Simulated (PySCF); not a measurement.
C₅H₆Si, SMILES C#C[SiH](C)C#C. Geometry: B3LYP-D3(BJ)/def2-SVP.

These are PySCF with B3LYP-D3(BJ)/def2-SVP values and carry that method's errors.

Harmonic wavenumbers (cm⁻¹): 95, 140, 141, 165, 248, 312, 358, 397, 574, 651, 693, 740, 741, 745, 745, 748, 771, 862, 899, 1270, 1430, 1433, 2151, 2152, 2234, 3035, 3131, 3136, 3456, 3456. Rotational constants (GHz): 3.670, 2.059, 1.450; symmetry number 1.

Q: Work out the zero-point energy and the ideal-gas rigid-rotor harmonic-oscillator thermochemistry at 298.15 K and 1 atm.

A: ZPE = ½ Σ hcν = ½ × 36911 cm⁻¹ = 52.77 kcal/mol. H − E(el) = 58.51 kcal/mol. Entropy in cal/(mol K): translation 39.54, rotation 27.78, vibration 19.91, total 87.23. G − E(el) = 32.50 kcal/mol. Cp = 30.79 cal/(mol K). Modes under 150 cm⁻¹ make the vibrational entropy uncertain.
